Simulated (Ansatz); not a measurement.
System: C6H12, charge 0, multiplicity 1. 
Geometry from a B3LYP-D3(BJ)/def2-TZVP (Ansatz, a quantum-chemistry and plane-wave program) optimisation:
SMILES: C=C(C)CCC
```xyz
18

C      2.6686    -0.0738    -0.6135
C      1.1755     0.2182    -0.7266
C      0.3894    -0.2751     0.4955
C     -1.0844     0.0318     0.4429
C     -1.6512     0.8776     1.2995
C     -1.8789    -0.6650    -0.6257
H      3.0978     0.4090     0.2676
H      3.2124     0.2862    -1.4888
H      2.8534    -1.1471    -0.5243
H      0.7824    -0.2492    -1.6330
H      1.0139     1.2943    -0.8384
H      0.5281    -1.3598     0.5829
H      0.8190     0.1697     1.3966
H     -2.7102     1.1023     1.2605
H     -1.0737     1.3727     2.0708
H     -2.9397    -0.4271    -0.5542
H     -1.7622    -1.7503    -0.5484
H     -1.5351    -0.3834    -1.6243
```

Basis-set convergence of Hartree-Fock and MP2 correlation energies (hartree) with Ansatz. Correlated levels leave the core frozen unless marked. No spin-orbit coupling. No relativistic terms.

```tsv
basis	functions	E(HF)	E(corr, MP2)
cc-pVDZ	144	-234.19704	-0.84922
cc-pVTZ	348	-234.26214	-1.03538
cc-pVQZ	690	-234.27707	-1.09851
```

Extrapolating the two largest sets (X = 3 and 4) as X^-3: E(corr) = (64·(-1.09851) - 27·(-1.03538))/37 = -1.1446 Eh, an estimate of the basis-set limit. The largest set recovers 96.0 % of it, the smallest 74.2 %.
